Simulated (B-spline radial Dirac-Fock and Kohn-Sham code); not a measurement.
ΔSCF core binding energies without Breit or QED terms, calculated with a B-spline atomic structure program.

A sound run for dysprosium as Dy⁴⁺, configuration 1s2 2s2 2p6 3s2 3p6 3d10 4s2 4p6 4d10 4f8 5s2 5p6: The ground state converged in 11 iterations, with total energy -12158.68342 Ha, virial ratio 1.91185 and highest orbital energy -67.18 eV. ΔSCF binding energies: K (1s) 54085.2 eV, L3 (2p3/2) 7870.6 eV, M5 (3d5/2) 1361.2 eV.

A second run, with one unsound setting: The ground state converged in 11 iterations, with total energy -12157.06608 Ha, virial ratio 1.91184 and highest orbital energy -67.61 eV. ΔSCF binding energies: K (1s) 54084.1 eV, L3 (2p3/2) 7871.5 eV, M5 (3d5/2) 1362.2 eV.

```
iter   energy (Ha)        error
   1   -12110.06980760  2.12e+00
   2   -12133.49115437  1.52e+00
   3   -12155.48324068  3.76e-01
   4   -12156.91882796  1.43e-01
   5   -12157.05345961  2.75e-02
   6   -12157.06121832  2.07e-02
   7   -12157.06599821  3.14e-03
   8   -12157.06607370  9.51e-04
   9   -12157.06608437  4.31e-05
  11   -12157.06608439  9.47e-08
```

Q: Which fault fits the second run best?
A. damping too heavy
B. speed of light below Z
C. spline order too low
D. unbound anion

A: C. The input had order = 3: order is too low for an accurate radial basis.
